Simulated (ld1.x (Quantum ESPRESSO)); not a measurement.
Pseudopotential generation for Fe: TM semilocal, PBE, scalar-relativistic.

```json
{"Element": "Fe", "Generator": "ld1.x (Quantum ESPRESSO) 7.5", "Type": "norm-conserving Troullier–Martins (semilocal form)", "Functional": "PBE", "Relativity": "scalar-relativistic", "Frozen core": "[Ne]", "Valence charge": "16", "Reference configuration": "3s2 3p6 3d7 4s1 4p0", "Partial waves": "3s (bound): rc 0.76 bohr; 3d (bound): rc 1.30 bohr; 3p (bound): rc 0.72 bohr", "Local potential": "the p channel", "Core correction": "none"}
```

Occupied shells without a wave of their own: 4s. They enter only through the test configuration that unscreens the potential.

Results:

```
Cutoffs needed           : 230 Ry and over 300 Ry (the cutoffs (Ry, on a coarse ladder) from which the occupation-weighted sum of valence levels, in a spherical-Bessel basis at the reference potential, stays within 10 and 1 mRy of its value at 400 Ry)
Ghost test               : no extra level below or beside the all-electron valence levels (s, d, p tested); the semilocal form is local in each channel, so this says nothing of the separable form that plane-wave codes build from it (spherical-Bessel basis up to 400 Ry, 20 bohr box)
Largest excitation error : -79 meV (all-electron minus pseudo) for 3s2 3p6 3d6 4s0 4p0, out of 7 test configurations
```

Generation and tests took about 1.4 s on one core of a shared server CPU.
